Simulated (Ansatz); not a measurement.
Si(OMe)Me3 (C4H12OSi), relaxed as a singlet with RKS r2SCAN-D4/def2-SVP in Ansatz, starting from the GFN2-xTB geometry. Force threshold 0.02 eV/Å.

Start:

```xyz
18

Si    0.064   -0.149   -0.307
O     0.945    0.903    0.586
C     0.634    1.470    1.824
H    -0.290    2.052    1.766
H     1.455    2.130    2.107
H     0.514    0.699    2.588
C    -1.643    0.578   -0.761
H    -1.540    1.561   -1.214
H    -2.278    0.688    0.115
H    -2.175   -0.051   -1.467
C    -0.210   -1.798    0.619
H     0.732   -2.207    0.973
H    -0.670   -2.546   -0.019
H    -0.856   -1.670    1.484
C     1.161   -0.378   -1.836
H     2.141   -0.758   -1.568
H     1.306    0.558   -2.365
H     0.710   -1.082   -2.526
```

```json
{"step": "1", "energy (eV)": "-14258.6480", "largest force component (eV/Å)": "1.478", "SCF passes": "18"}
{"step": "2", "energy (eV)": "-14258.7509", "largest force component (eV/Å)": "0.917", "SCF passes": "19"}
{"step": "3", "energy (eV)": "-14258.7696", "largest force component (eV/Å)": "0.320", "SCF passes": "19"}
{"step": "4", "energy (eV)": "-14258.7730", "largest force component (eV/Å)": "0.225", "SCF passes": "18"}
{"step": "5", "energy (eV)": "-14258.7750", "largest force component (eV/Å)": "0.071", "SCF passes": "19"}
{"step": "6", "energy (eV)": "-14258.7752", "largest force component (eV/Å)": "0.030", "SCF passes": "21"}
{"step": "7", "energy (eV)": "-14258.7753", "largest force component (eV/Å)": "0.004", "SCF passes": "13"}
```

Force components are those of the run's own axes.

End:

```tsv
atom	x (Å)	y (Å)	z (Å)
Si1	0.089	-0.144	-0.332
O2	0.981	0.940	0.592
C3	0.571	1.436	1.839
H4	-0.381	1.999	1.777
H5	1.343	2.125	2.220
H6	0.439	0.632	2.590
C7	-1.580	0.605	-0.760
H8	-1.460	1.570	-1.278
H9	-2.196	0.780	0.138
H10	-2.154	-0.063	-1.424
C11	-0.154	-1.746	0.620
H12	0.814	-2.182	0.917
H13	-0.684	-2.494	0.006
H14	-0.750	-1.596	1.535
C15	1.115	-0.423	-1.867
H16	2.106	-0.831	-1.608
H17	1.275	0.522	-2.410
H18	0.627	-1.131	-2.556
```

By distances, no bond broke or formed. The bond that changes most is Si1–O2, from 1.64 to 1.68 Å (atoms count from 1).

No frequencies were taken in this run, so the end may be a saddle point.

Run time 20 s (2 threads of AMD EPYC 7R13 on a shared host).
